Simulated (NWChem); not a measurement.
# Ionisation of H$_{3}$P$_{2}$

```
P
H 1 1.4263
H 1 1.4296 2 95.25
P 1 2.1911 2 96.73 3 100.20
H 4 1.4335 1 91.80 2 -158.60
```
Charge 0, spin multiplicity 2.

Everything below was run with NWChem. All single points use one geometry, from UPBE0/def2-SVP, a minimum by its harmonic frequencies. It is one conformer; others weren't searched.

Basis set: def2-TZVP. The species with one electron less has spin multiplicity 1 and keeps the geometry of the parent. Δ marks differences of total energies (open shells unrestricted). −ε marks an orbital energy of the parent. That orbital need not have the symmetry of the hole or added electron in the Δ rows. That singlet is a closed-shell solution.

The structure started from a generated list of species. The stability of the SCF solutions was not checked.

### Question
One of these methods gave a first vertical ionisation energy of 5.30 eV. Which?
A. −ε(alpha HOMO) of PBE
B. ΔLDA (SVWN5)
C. Δr2SCAN
D. G0W0@PBE

### Answer
A, −ε(alpha HOMO) of PBE. The others give 8.49 (ΔLDA (SVWN5)), 7.93 (G0W0@PBE), 8.72 (Δr2SCAN).
